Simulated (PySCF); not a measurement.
Species: C2H6AlNO.
Bonds: C1–N2 (triple), N2–Al3, Al3–O4, O4–C5. Hydrogens: H6 on C1; H7, H8 on Al3; H9, H10, H11 on C5.

Level of theory: PBE0-D3(BJ)/def2-SVP geometry optimisation, gas phase (PySCF).

(1) How far are the bound atoms from Al3?

(2) List the angles at Al3.

(3) What is the shape at Al3?

(4) What are the other bond lengths?

(5) Give some angles away from the centre.

(6) What are the rotational constants (commonest isotopes, rigid rotor)?

## Answers

(1) 4 atoms: H8 1.592 Å, H7 1.600 Å, O4 1.724 Å, N2 2.097 Å. The nearest atom not counted as bound is C5, at 2.86 Å.

(2) 
```csv
angle,degrees,distance of the outer atoms (Å)
H7–Al3–H8,121.9,2.79
O4–Al3–H7,117.4,2.84
O4–Al3–H8,114.9,2.80
N2–Al3–O4,99.0,2.92
N2–Al3–H7,98.1,2.81
N2–Al3–H8,97.0,2.78
```

(3) Distorted tetrahedral: angles from 97.0° to 121.9°; τ4 = (360° − α − β)/141° = 0.86 with α and β the two widest (0 for a square, 1 for a tetrahedron).

(4) C1≡N2 1.148 Å; O4–C5 1.381 Å; C1–H6 1.081 Å; C5–H9, C5–H10, C5–H11 1.109 Å.

(5) C1–N2–Al3 176.9°, Al3–O4–C5 133.8°.

(6) A = 6621, B = 2228, C = 1778 MHz: an asymmetric top.

Point group: C1 (no symmetry element, even within 0.4 Å). Charge 0, singlet. Stationary, but not proved a minimum.

Shape of the structure used: `[CH:1]#[N+:2][AlH2-:3][O:4][CH3:5]`: N2–Al3–O4–C5 88°.

One conformer stands for the species.
